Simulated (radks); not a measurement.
Question: The mean radii <r> (bohr) of the occupied orbitals of an atom or ion are listed with their occupations. Calculated with a radial shooting solver on a logarithmic mesh with Libxc functionals: scalar-relativistic Kohn-Sham, PBEsol, spin-unpolarised, spherical densities, finite nucleus; Fermi nuclear charge, rms radius of each element as measured or else 0.836 A^(1/3) + 0.57 fm.

orbital  occ.      <r>
1s          2  0.03187
2s          2   0.1376
2p          6   0.1199
3s          2   0.3527
3p          6   0.3455
3d          3   0.3115

Name the element and its charge.

Answer: Z = 46, palladium, charge +25: Pd25+ in [Ar] 3d3. The 1s radius gives Z: for a bare nucleus <r> = (2 gamma + 1)/(2Z) with gamma = sqrt(1 - (Z/c)^2), 0.03135 bohr for Z = 46, and screening makes it slightly larger (0.03187 here). The occupations add up to 21, and the charge is Z minus that.
